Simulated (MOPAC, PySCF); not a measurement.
C3H9In, SMILES `[CH3][In]([CH3])[CH3]`, neutral singlet in the gas phase. 

Cartesian coordinates (Å):
SMILES: [CH3][In]([CH3])[CH3]
```xyz
13

C     -0.2132     2.1512     0.4396
In     0.0073     0.0080     0.0765
C      1.9823    -0.9273     0.0724
C     -1.7638    -1.2190    -0.2923
H     -1.0660     2.5526    -0.1078
H     -0.3872     2.3164     1.5053
H      0.6878     2.6934     0.1538
H      2.1948    -1.3291    -0.9202
H      2.0022    -1.7592     0.7781
H      2.7633    -0.2162     0.3381
H     -1.9762    -1.2275    -1.3638
H     -1.6028    -2.2477     0.0296
H     -2.6346    -0.8119     0.2215
```
Charge 0, multiplicity 1.

All levels are single points at this geometry (B3LYP-D3(BJ)/def2-TZVP); Pople sets use spherical d functions. Orbital energies aren't observables, and empty levels follow the basis.

PBE-D3(BJ)/def2-TZVP in PySCF gives dipole (D) = 0.00.

**Question.** Estimate the dipole (D) from each of these levels: B3LYP-D3(BJ)/def2-TZVP in PySCF; B3LYP/6-311+G** (LANL2DZ on In) in PySCF; B3LYP/6-31G* (LANL2DZ on In) in PySCF; B3LYP/LANL2DZ in PySCF; M06-2X/6-31G* (LANL2DZ on In) in PySCF; PBE/6-31G* (LANL2DZ on In) in PySCF; HF/6-31G* (LANL2DZ on In) in PySCF; PM7 in MOPAC.

**Answer.** 
```
level                                     dipole (D)
----------------------------------------  ----------
B3LYP-D3(BJ)/def2-TZVP in PySCF                 0.01
B3LYP/6-311+G** (LANL2DZ on In) in PySCF        0.00
B3LYP/6-31G* (LANL2DZ on In) in PySCF           0.01
B3LYP/LANL2DZ in PySCF                          0.02
M06-2X/6-31G* (LANL2DZ on In) in PySCF          0.01
PBE/6-31G* (LANL2DZ on In) in PySCF             0.02
HF/6-31G* (LANL2DZ on In) in PySCF              0.00
PM7 in MOPAC                                    0.04
```
